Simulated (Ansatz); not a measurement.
Reaction (formal exchange of groups at the Si–C bond): `C[Si](Cl)(Cl)c1ccccc1` + `CON` → `C[Si](N)(Cl)Cl` + `COc1ccccc1`

Isolated molecules relaxed with PBE0-D4/def2-TZVP in Ansatz; ΔE leaves out vibrations. CCSD(T)/CBS is the MP2 limit (def2-TZVPP, def2-QZVPP) plus CCSD(T) − MP2 in def2-TZVPP, frozen cores. This one scheme is used for every species. Functionals use def2-TZVPP. B3LYP here is the variant with VWN-RPA as its local correlation; programs differ in this. HSE06 is defined as in plane-wave codes. One conformer a species, not always the lowest.

```
             level  ΔE (kcal/mol)  difference from CCSD(T)/CBS
       LDA (SPW92)          -57.9                         -3.6
            PBE-D4          -52.0                          2.3
         revPBE-D4          -50.7                          3.6
           BLYP-D4          -51.1                          3.2
         r2SCAN-D4          -55.8                         -1.5
            B97M-V          -55.5                         -1.2
           PBE0-D4          -53.9                          0.4
          B3LYP-D4          -53.2                          1.1
        r2SCANh-D4          -56.2                         -1.9
        r2SCAN0-D4          -56.9                         -2.6
          HSE06-D4          -53.9                          0.4
          BHLYP-D4          -55.5                         -1.2
      CAM-B3LYP-D4          -55.2                         -0.9
           ωB97M-V          -54.6                         -0.3
            B2PLYP          -55.1                         -0.8
          PBE-QIDH          -56.3                         -2.0
            revPBE          -51.7                          2.6
              BLYP          -53.0                          1.3
            r2SCAN          -56.3                         -2.0
              PBE0          -55.1                         -0.8
             B3LYP          -55.0                         -0.7
           r2SCAN0          -57.5                         -3.2
             HSE06          -55.0                         -0.7
         CAM-B3LYP          -56.5                         -2.2
           LC-ωPBE          -56.0                         -1.7
RPA@PBE/def2-TZVPP          -49.9                          4.4
       HF/def2-SVP          -56.0                         -1.7
      MP2/def2-SVP          -53.4                          0.9
     CCSD/def2-SVP          -51.8                          2.5
  CCSD(T)/def2-SVP          -51.0                          3.3
     HF/def2-TZVPP          -58.2                         -3.9
    MP2/def2-TZVPP          -55.0                         -0.7
SCS-MP2/def2-TZVPP          -53.9                          0.4
   CCSD/def2-TZVPP          -54.3                          0.0
     HF/def2-QZVPP          -58.6                         -4.3
    MP2/def2-QZVPP          -55.6                         -1.3
SCS-MP2/def2-QZVPP          -54.5                         -0.2
      HF/CBS(def2)          -58.6                         -4.3
     MP2/CBS(def2)          -55.9                         -1.6
    CCSD/CBS(def2)          -55.2                         -0.9
       CCSD(T)/CBS          -54.3                            0
```

Largest T1 diagnostic among the species: 0.011.

From BLYP to BHLYP (50 % exact exchange), in def2-TZVPP and without D4, ΔE moves by −4.3 kcal/mol. Leaving LDA and LC-ωPBE aside and taking each functional with its dispersion term where it has one, the values spread over 6.2 kcal/mol, from r2SCAN0-D4 to revPBE-D4. LDA lies −4.7 kcal/mol from PBE without D4.
